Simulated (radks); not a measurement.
Pd14+, 32 electrons, occupied as [Ar] 3d10 4s2 4p2. Calculated with a radial shooting solver on a logarithmic mesh with Libxc functionals: non-relativistic Kohn-Sham, TPSS, spin-polarised, spherical densities, point nucleus; open shells are filled with parallel spins first (spin-orbit coupling, left out, can overturn this in heavy ions); meta-GGA in the generalised Kohn-Sham scheme; relativity is left out, which matters for an element this heavy.

Unscreened Slater integrals over Kohn-Sham orbitals (cm^-1). They are taken over the spin-up orbitals.

| integral | value |
|---|---|
| F0(4p,4p) | 221420 |
| F2(4p,4p) | 117720 |
| F0(4p,4s) | 224550 |
| G1(4p,4s) | 154310 |
| F0(4p,3d) | 282230 |
| F2(4p,3d) | 74800 |
| G1(4p,3d) | 24788 |
| G3(4p,3d) | 24437 |
| F0(4p,3p) | 278980 |
| F2(4p,3p) | 79146 |
| G0(4p,3p) | 20972 |
| G2(4p,3p) | 25401 |
| F0(4s,4s) | 227900 |
| F0(4s,3d) | 287910 |
| G2(4s,3d) | 25324 |
| F0(4s,3p) | 284640 |
| G1(4s,3p) | 26177 |
| F0(3d,3d) | 566430 |
| F2(3d,3d) | 283100 |
| F4(3d,3d) | 180800 |
| F0(3d,3p) | 537020 |
| F2(3d,3p) | 259700 |
| G1(3d,3p) | 295870 |
| G3(3d,3p) | 190760 |
| F0(3p,3p) | 519230 |
| F2(3p,3p) | 262510 |

Derived for the open shells (J is the average intra-shell exchange parameter used in DFT+U). 4p: J = F2/5 = 23540 cm^-1.
